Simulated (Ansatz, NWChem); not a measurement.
**How basis sets differ on SiHF3 (SMILES F[SiH](F)F)**

The species is SiHF3 (5 atoms), meant as a singlet with charge 0. As SMILES, `F[SiH](F)F`. The coordinates come from a PBE0-D4/def2-TZVP relaxation.

Quantity: the dipole moment, in D. The values are calculated.

| level | kind | program | value (D) | CPU time |
| --- | --- | --- | --- | --- |
| HF/STO-3G | Hartree–Fock | Ansatz | 1.08 | 0.64 s |
| HF/3-21G | Hartree–Fock | NWChem | 1.96 | 1.9 s |
| HF/def2-SVP | Hartree–Fock | Ansatz | 1.59 | 2.7 s |
| HF/def2-SVPD | Hartree–Fock | NWChem | 1.59 | 14 s |
| HF/cc-pVTZ | Hartree–Fock | Ansatz | 1.47 | 18 s |

The values span 1.08 to 1.96 D. Sets without polarisation functions give poor dipoles. Without the sets that lack polarisation functions the rows with a basis span only 1.47 to 1.59 D. CPU times are rough (shared hosts, several kinds of processor): they show what a rung costs within a factor of a few.
